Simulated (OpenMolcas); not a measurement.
# Mg: effect of the level shift or regulariser

```
Program             : OpenMolcas 26.06
Basis               : ANO-RCC-VTZP [5s4p2d1f]
Scalar Hamiltonian  : DKH2, point nucleus
Active space        : 2 electrons in 4 orbitals (3s 3p)
State averaging     : 2S+1 = 3 even, 3 roots; 2S+1 = 1 even, 1 root; 2S+1 = 3 odd, 3 roots; 2S+1 = 1 odd, 3 roots
Spin-orbit coupling : state interaction with AMFI integrals over the reference wave functions, term energies averaged over their components
```

Methods on the same reference wave functions:
A. CASSCF
B. SS-CASPT2, IPEA 0.25 Eh, imaginary shift 0.1 Eh (closed shells correlated: 2s 2p)
C. SS-CASPT2, IPEA 0.25 Eh, real shift 0.2 Eh (closed shells correlated: 2s 2p)

Energies in cm⁻¹ above 3s² ¹S₀, the measured ground level; measured values from NIST Handbook of Basic Atomic Spectroscopic Data.

```json
{"Level": "3s² ¹S₀", "A": "0.0", "B": "0.0", "C": "0.0", "Measured": "0.0"}
{"Level": "3s 3p ³P°₀", "A": "21854", "B": "21832", "C": "21855", "Measured": "21850"}
{"Level": "3s 3p ³P°₁", "A": "21870", "B": "21848", "C": "21871", "Measured": "21870"}
{"Level": "3s 3p ³P°₂", "A": "21901", "B": "21879", "C": "21902", "Measured": "21911"}
{"Level": "3s 3p ¹P°₁", "A": "40877", "B": "38574", "C": "38691", "Measured": "35051"}
```

Deviations, from unrounded energies. A percentage is the sum of absolute deviations over the sum of measured energies, with the sign that they share, or ± where signs differ.

```csv
Against measurement,Levels,A,B,C
mean absolute deviation (cm-1),4,1500,900,910
other configurations (%),4,±5.8,±3.6,±3.6
```

B, C lie about equally close to measurement and A furthest from it. The largest miss of B in the table is 3s 3p ¹P°₁, by +3500 cm-1. The ranking rests on the paired levels alone, and a cruder setting can come out closer through cancelling errors.

Between B and C the level of the table that moves most is 3s 3p ¹P°₁, by 120 cm-1 (lowest in B, highest in C).

The lowest spin-free term lies below A's lowest term by 0.240 hartree in B, 0.240 hartree in C.

Without dynamic correlation excited terms often stand tens of per cent too high (terms of higher spin than the ground term too low), and those without a measured partner can miss by more than the paired ones (holds for A). Computed and measured levels are paired by configuration, term and J; levels that our copy of the source lacks, or whose pairing is in doubt (as where it misses far off the trend of its configuration), stay unpaired and out of the deviations. Only configurations of the active space appear. Levels that lie high or do not pair safely by name in every column are left out.

° marks odd parity.
